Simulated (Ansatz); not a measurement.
Species: SnF3, charge -1, multiplicity 1. It need not be the lowest isomer of its formula. Whether it binds its extra electron was not tested at this geometry. 
Structure (B3LYP-D3(BJ)/def2-TZVP (Ansatz, an electronic-structure program) minimum search):
SMILES: [F][Sn-]([F])[F]
```xyz
4

Sn    -0.1807    -0.0662     0.3140
F      1.8247     0.1452     0.2807
F     -0.2594    -1.3553    -1.2349
F     -0.5613     1.5778    -0.7903
```
Charge -1, spin multiplicity 1.

Parts of the frozen-core correlation energy in def2-SVP (Ansatz, hartree). Frozen orbitals: 12; correlated occupied orbitals by spin: 13 and 13; virtual: 43 and 43. Spin-orbit coupling is left out. Past Kr the def2 sets carry scalar-relativistic core potentials.

```csv
term,value
reference (HF),-511.57829
MP2 opposite-spin,___
MP2 same-spin,___
CCSD correlation,-0.65029
(T),___
T1 diagnostic,0.015
largest doubles amplitude,0.066
```

Problem. Some entries are withheld; supply them.

Solution. 
- MP2 opposite-spin, value: -0.46549
- MP2 same-spin, value: -0.17601
- (T), value: -0.00949
